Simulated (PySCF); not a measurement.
B3LYP has the VWN-RPA correlation part, as in Gaussian. Delta-SCF ions had no search for a lower state. Excitations are Tamm–Dancoff values on a coarser integration grid. The basis has no diffuse functions, so Rydberg states are missing or too high.

Cartesian coordinates (Å):
```xyz
17

Al     0.0704    -0.0018     0.0044
H      0.4446     0.8313    -1.3133
H      0.2753     0.7303     1.4160
H      0.3088    -1.5866    -0.0395
C     -2.5740    -0.6775     1.0355
N     -2.0133     0.0481    -0.1227
C     -2.4251    -0.6026    -1.3834
C     -2.4538     1.4580    -0.1064
H     -3.6780    -0.6748     1.0013
H     -2.2373    -0.1969     1.9637
H     -2.2120    -1.7143     1.0255
H     -1.9748    -0.0703    -2.2318
H     -3.5247    -0.5929    -1.4871
H     -2.0679    -1.6410    -1.3908
H     -3.5545     1.5243    -0.1696
H     -2.1132     1.9353     0.8222
H     -2.0077     1.9886    -0.9581
```
Charge 0, multiplicity 1.

Q: What is the computed vertical ionisation energy (Delta-SCF), S1 excitation (TDA), HOMO–LUMO gap, T1 excitation (TDA), S1–T1 gap (TDA), LUMO, total energy and charge on the central atom (Mulliken) (B3LYP-D3(BJ)/def2-TZVP // B3LYP-D3(BJ)/def2-SVP in PySCF)?

A: 
```
Item                                          Result
--------------------------------------  ------------
vertical ionisation energy (Delta-SCF)       9.59 eV
S1 excitation (TDA)                          6.42 eV
HOMO–LUMO gap                                7.29 eV
T1 excitation (TDA)                          6.08 eV
S1–T1 gap (TDA)                              0.34 eV
LUMO                                         0.12 eV
total energy                            -418.8460 Ha
charge on the central atom (Mulliken)         0.21 e
```
